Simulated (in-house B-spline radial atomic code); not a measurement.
A calculation on In⁶⁺ (an excited or competing configuration): its settings, and results tabulated from the run. Computed with an all-electron radial atomic-structure program (B-spline basis): scalar-relativistic (X2C) BHandHLYP, spin-polarised, spherical fractional occupations, exact exchange averaged over the configuration, Fermi nucleus of rms radius 4.6156 fm.

Command:
```bash
python run_scf.py task.json out
```
Settings (nuclear radius in fm, mass in u):
```
Z                49
configuration    [Ar] 3d10 4s2 4p5 4d7 5d1
hamiltonian      x2c
method           bhandhlyp
spin_polarised   True
nucleus          fermi
rms_radius       4.6156
atomic_mass      114.90388
speed_of_light   137.035999084
exact_exchange   averaged over the configuration
```

Output (hartree, bohr):
```
 radial grid: 68 intervals, B-splines of order 8, outer radius 21.6418 bohr

 iter        energy (Eh)    residual
    1       -5848.705438    9.68e-01
    2       -5862.051358    4.44e-01
    3       -5866.000898    1.31e-01
    4       -5866.334490    4.25e-02
    5       -5866.357755    1.68e-02
    6       -5866.363588    2.08e-03
    7       -5866.363640    2.11e-04
    8       -5866.363641    1.32e-05
    9       -5866.363641    9.44e-07
   10       -5866.363641    4.25e-08

 total energy                     -5866.36364
 kinetic                            6165.3716
 electron-nucleus                 -14075.6933
 Hartree                            2200.8897
 exact exchange                      -76.9007
 exchange-correlation                -80.0309

 orbital      occ     eigenvalue          <r>       <r^2>       <1/r>       r_max
 1s up      1.000     -1029.1624     0.029139  0.00115919     54.1273     0.01854
 1s down    1.000     -1029.1453    0.0291385  0.00115915      54.128     0.01854
 2s up      1.000      -159.2052     0.127928   0.0193618     12.2661      0.1084
 2s down    1.000      -159.1428     0.127907   0.0193554     12.2682      0.1084
 2p up      3.000      -143.2735     0.111913   0.0153095     11.4287     0.08664
 2p down    3.000      -143.2077     0.111897   0.0153046     11.4301     0.08664
 3s up      1.000       -34.1203     0.347256    0.138021     4.29129       0.315
 3s down    1.000       -34.0751     0.347116    0.137844     4.29047      0.3151
 3p up      3.000       -28.8282     0.345818    0.138887     4.01464      0.3083
 3p down    3.000       -28.7714     0.345901    0.138897     4.01139      0.3086
 3d up      5.000       -20.5958     0.323125    0.123942      3.7642      0.2578
 3d down    5.000       -20.5201     0.323365    0.124069     3.76049      0.2582
 4s up      1.000        -8.6493     0.827908    0.771994     1.68667      0.7631
 4s down    1.000        -8.3035     0.828457    0.773886     1.68731      0.7614
 4p up      3.000        -6.9726     0.882568    0.883182     1.53961      0.8028
 4p down    2.000        -6.6621     0.885724    0.891102     1.53705      0.8022
 4d up      5.000        -4.4230       1.0091     1.17426     1.29975      0.8807
 4d down    2.000        -4.2077       1.0255     1.21665     1.28241      0.8858
 5d up      1.000        -1.8027      2.48069     6.87033    0.523586       2.338
```

Cost of the run: 0.5 s on 1 thread of Arm Neoverse N1, on a shared host.

One-electron X2C: radii and densities carry no picture-change correction, so inner-shell <1/r> comes out high (for 1s by about 2 % at Z = 33, 5 % at 54, 10 % at 75, 30 % at 118) and <r> low.
